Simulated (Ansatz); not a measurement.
Reaction (formal hydrolysis of a C–Ge bond): `[SH][GeH2][C]1=NC1` + H₂O → `OC1=NC1` + `[SH][GeH3]`

Gas-phase electronic energies from Ansatz, PBE0-D4/def2-TZVP geometries. CBS: MP2 limit from def2 TZ/QZ plus the TZ coupled-cluster correction, frozen cores. This one scheme is used for every species. Functionals use def2-TZVPP. For Ge outer-core shells are correlated without core-valence functions, which leaves a few kJ/mol of doubt a bond. Scalar relativity is left out up to krypton. Each species was taken in one conformer, which may not be the lowest.

| species | PBE0-D4 energy (Eh) |
| --- | --- |
| `[SH][GeH2][C]1=NC1` | -2608.62423 |
| H₂O | -76.38097 |
| `OC1=NC1` | -207.76989 |
| `[SH][GeH3]` | -2477.22380 |

**Question.** Work out ΔE.

**Answer.** ΔE = (-207.76989) + (-2477.22380) − (-2608.62423) − (-76.38097) = 0.01151 Eh = +30.2 kJ/mol. CCSD(T)/CBS gives +51.8 kJ/mol.

Largest T1 diagnostic among the species: 0.013.

The D4 term adds +8.8 kJ/mol with B3LYP and +5.1 kJ/mol with PBE0; it sums over pairs of atoms, weighted by their polarisabilities, and B3LYP, whose exchange is more repulsive, gets the larger term. From PBE to PBE0 (25 % exact exchange), in def2-TZVPP and without D4, ΔE moves by +3.2 kJ/mol. In def2-TZVPP, CCSD(T) changes the Hartree–Fock value by +24.0 kJ/mol (the triples alone add +1.9 kJ/mol) and MP2 by +31.5 kJ/mol.

B3LYP here is the variant with VWN-RPA as its local correlation; programs differ in this.
